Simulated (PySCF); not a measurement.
# Stretching one bond of BH4Si

All numbers below are calculated, not measured. They come from PySCF 2.14.0, an open-source quantum chemistry program, on an isolated molecule that a program drew, which may never have been made. The molecule is BH4Si (charge 0, doublet), drawn as the SMILES string `B[SiH2]`.

The structure below is the HF double-zeta minimum with every atom moved a little at random, so it isn't optimised. Bond B1-H4 is then set to each length in the table by shifting atom 4 along it, with nothing else relaxed.
```xyz
6
BH4Si, angstrom
B     0.4723    1.5534   -0.8740
Si   -0.5720    1.4212   -2.4493
H     1.0158    2.6479   -0.5643
H     0.4922    0.6787    0.0326
H    -0.5196    2.3127   -3.5164
H    -1.2573    0.1757   -2.7673
```

E is the energy above the same method's energy at the HF double-zeta minimum. IE is the energy to remove one electron at fixed geometry, to the singlet state of charge +1, as a difference of total energies. The basis family is cc-pV(n+d)Z, with UHF for radicals and no spin-orbit coupling. Best is HF at quadruple zeta, plus MP2 correlation extrapolated from triple and quadruple zeta, plus CCSD(T) minus MP2 at triple zeta, with a frozen core. The other columns are at triple zeta.

| bond (Å) | E r2SCAN (kcal/mol) | E CCSD (kcal/mol) | E CCSD(T) (kcal/mol) | E best (kcal/mol) | IE r2SCAN (eV) | IE CCSD (eV) | IE CCSD(T) (eV) | IE best (eV) | T1 |
|---|---|---|---|---|---|---|---|---|---|
| 1.2089 | 4.50 | 4.48 | 4.55 | 4.44 | 8.922 | 8.468 | 8.537 | 8.582 | 0.016 |
| 1.2429 | 5.06 | 5.07 | 5.12 | 5.03 | 8.929 | 8.475 | 8.545 | 8.590 | 0.016 |
| 1.2599 | 5.53 | 5.56 | 5.59 | 5.51 | 8.933 | 8.479 | 8.549 | 8.594 | 0.016 |
| 1.4779 | ? | ? | ? | ? | ? | ? | ? | ? | ? |
| 1.7409 | 41.26 | 41.74 | 41.15 | 41.23 | 9.062 | 8.602 | 8.673 | 8.719 | 0.019 |

T1 is the CCSD diagnostic of the starting molecule.

**Estimate the best E and IE at 1.4779 Å from the other rows.**

A cubic in the inverse of the bond length through the other values of E best gives 18.57 kcal/mol there. A least-squares quadratic in the bond length through IE best gives 8.648 eV. The calculation gives 18.75 kcal/mol and 8.649 eV, so the fits miss by 0.18 kcal/mol and 0.001 eV. The same recipe one zeta lower moves these two values by 0.24 kcal/mol and 0.03 eV, a gauge of their own error. The rest of the row: E is 18.61 (r2SCAN), 18.90 (CCSD), 18.71 (CCSD(T)); IE is 8.988 (r2SCAN), 8.535 (CCSD), 8.605 (CCSD(T)); T1 is 0.017.
